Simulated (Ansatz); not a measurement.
```yaml
crystal:
  periodic: [false, false, false]
  atoms:
    - {symbol: C, position_ang: [-0.888345, -0.426167, 1.453028]}
    - {symbol: h, position_ang: [0.067065, 0.310493, 0.011843]}
    - {symbol: C, position_ang: [1.860813, -0.215726, 0.136845]}
    - {symbol: C, position_ang: [-0.663141, -0.378304, -1.577110]}
    - {symbol: O, position_ang: [0.026219, 1.936988, 0.034431]}
    - {symbol: Cu, position_ang: [-1.408741, 2.988819, -0.053086]}
    - {symbol: H, position_ang: [-0.812985, -1.517612, 1.470414]}
    - {symbol: H, position_ang: [-1.951607, -0.171796, 1.396190]}
    - {symbol: H, position_ang: [-0.505767, -0.048686, 2.405416]}
    - {symbol: H, position_ang: [2.439823, 0.184097, -0.699592]}
    - {symbol: H, position_ang: [1.957962, -1.305301, 0.126977]}
    - {symbol: H, position_ang: [2.309019, 0.156507, 1.061663]}
    - {symbol: H, position_ang: [-0.144914, 0.028025, -2.450169]}
    - {symbol: H, position_ang: [-0.583500, -1.468837, -1.617422]}
    - {symbol: H, position_ang: [-1.723701, -0.123301, -1.670026]}
basis:
  gaussian: {orbitals: aug-pcseg-2, fitting: {mean_field: cc-pVTZ-jkfit}}
hamiltonian: {xc: {name: PBEsol}, dispersion: d3bjatm}
scf: {lower_state_search: full}
output: {forces: true}
```

```sh
$ ansatz run in.yaml --threads 2 --pin off --events-out ev --progress --plain --max-ram 32768MiB --backend cpu
```

Shortened log:

```
Error: YAML parse error: error: line 5 column 16: `h` is not an element symbol (H … Og, case-exact)
 --> <input>:5:16
3 |   atoms:
4 |     - {symbol: C, position_ang: [-0.888345, -0.426167, 1.453028]}
5 |     - {symbol: h, position_ang: [0.067065, 0.310493, 0.011843]}
6 |     - {symbol: C, position_ang: [1.860813, -0.215726, 0.136845]}
7 |     - {symbol: C, position_ang: [-0.663141, -0.378304, -1.577110]}
```

**Question.** What is wrong with this run?

**Answer.** An element symbol is wrong. The program refused the input.
